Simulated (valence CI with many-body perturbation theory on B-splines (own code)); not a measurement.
Energy levels of Bi⁷⁷⁺

Method: relativistic CI+MBPT: four valence electrons over a frozen Dirac-Fock core [He], radial functions for each j: 11 s, 11 p, 9 d, 7 f, 5 g, 2 h, 1 i, with the one-electron correlation potential Σ1, the two-electron term Σ2, the three-electron term Σ3, Breit, model QED; selected CI, second order for the rest (own B-spline code, finite nucleus).

The last digits are not significant, and no measured levels were compared; by estimate large intervals hold to a few tenths of a per cent, small ones and those within an open d or f shell to about a per cent. Among the levels kept, up to 280 cm⁻¹ of a level comes from second order outside the variational space, and about a tenth of that is noise between levels of different J, which matters for small intervals.

Levels 91 to 110 of 110, with energies above the lowest level, (2s^2 2p1/2^2) J=0. "Leading %" is the weight of the configuration and term that name the level; weights of strongly mixed levels are sums over their largest components and can fall short. In the jj column 3d3/2^4 stands for four electrons in 3d with j = 3/2. Lifetimes count E1, E2, E3, M1 and M2 decay at the calculated energies, and are blank where another channel may lead or the interval is too uncertain; long ones can be off by a factor of two.

| No. | Configuration | Term | J | E (eV) | Leading % | Second component | Lifetime | Leading jj |
| --- | --- | --- | --- | --- | --- | --- | --- | --- |
| 91 | 2s 2p2 3p | 3D° | 3 | 17407 | 47 | 33 % 2s 2p2 3p 3F° | 2.45 fs | 2s 2p1/2 2p3/2 3p3/2 (99 %) |
| 92 | 2s 2p2 3d | 3D | 3 | 17416 | 33 | 28 % 2s 2p2 3d 3F | 363 as | 2s 2p1/2 2p3/2 3d3/2 (99 %) |
| 93 | 2s 2p2 3p | 3P° | 0 | 17423 | 79 | 20 % 2s 2p2 3p 1S° | 17.3 fs | 2s 2p1/2 2p3/2 3p3/2 (100 %) |
| 94 | 2s 2p2 3d | 3D | 2 | 17424 | 35 | 18 % 2s 2p2 3d 5P | 317 as | 2s 2p1/2 2p3/2 3d3/2 (100 %) |
| 95 | 2s 2p2 3p | 1D° | 2 | 17427 | 43 | 21 % 2s 2p2 3p 3D° | 2.66 fs | 2s 2p1/2 2p3/2 3p3/2 (99 %) |
| 96 | 2s 2p2 3p | 3S° | 1 | 17428 | 33 | 25 % 2s 2p2 3p 3D° | 2.41 fs | 2s 2p1/2 2p3/2 3p3/2 (99 %) |
| 97 | 2s 2p2 3d | 3P | 1 | 17435 | 34 | 30 % 2s 2p2 3d 5P | 303 as | 2s 2p1/2 2p3/2 3d3/2 (100 %) |
| 98 | 2s 2p2 3p | 3P° | 1 | 17436 | 49 | 27 % 2s 2p2 3p 1P° | 10.1 fs | 2s 2p1/2 2p3/2 3p3/2 (99 %) |
| 99 | 2s 2p2 3d | 3F | 2 | 17487 | 69 | 8 % 2s 2p2 3d 3P | 2.72 fs | 2s 2p1/2 2p3/2 3d3/2 (97 %) |
| 100 | 2s 2p2 3d | 3G | 3 | 17492 | 48 | 25 % 2s 2p2 3d 1F | 4.45 fs | 2s 2p1/2 2p3/2 3d3/2 (100 %) |
| 101 | 2s 2p2 3d | 3D | 1 | 17497 | 36 | 24 % 2s 2p2 3d 1P | 1.18 fs | 2s 2p1/2 2p3/2 3d3/2 (97 %) |
| 102 | 2s 2p2 3d | 3D | 1 | 17518 | 51 | 19 % 2s 2p2 3d 3P | 316 as | 2s 2p1/2 2p3/2 3d3/2 (97 %) |
| 103 | 2s 2p2 3d | 3F | 2 | 17518 | 31 | 20 % 2s 2p2 3d 1D | 306 as | 2s 2p1/2 2p3/2 3d3/2 (98 %) |
| 104 | 2s 2p2 3d | 3P | 0 | 17530 | 79 | 20 % 2s 2p2 3d 1S | 256 as | 2s 2p1/2 2p3/2 3d3/2 (99 %) |
| 105 | 2s 2p2 3d | 5D | 4 | 17533 | 44 | 37 % 2s 2p2 3d 5F | 15.6 fs | 2s 2p1/2 2p3/2 3d5/2 (100 %) |
| 106 | 2s 2p2 3d | 3P | 2 | 17563 | 29 | 21 % 2s 2p2 3d 3F | 459 as | 2s 2p1/2 2p3/2 3d5/2 (98 %) |
| 107 | 2s 2p2 3d | 3F | 3 | 17567 | 40 | 32 % 2s 2p2 3d 5P | 295 as | 2s 2p1/2 2p3/2 3d5/2 (99 %) |
| 108 | 2s 2p2 3d | 3G | 5 | 17575 | 64 | 36 % 2s 2p2 3d 5F | 2.59 ps | 2s 2p1/2 2p3/2 3d5/2 (100 %) |
| 109 | 2s 2p2 3d | 3D | 1 | 17590 | 49 | 25 % 2s 2p2 3d 3P | 399 as | 2s 2p1/2 2p3/2 3d5/2 (96 %) |
| 110 | 2s 2p2 3d | 3D | 3 | 17604 | 59 | 19 % 2s 2p2 3d 1F | 417 as | 2s 2p1/2 2p3/2 3d5/2 (99 %) |
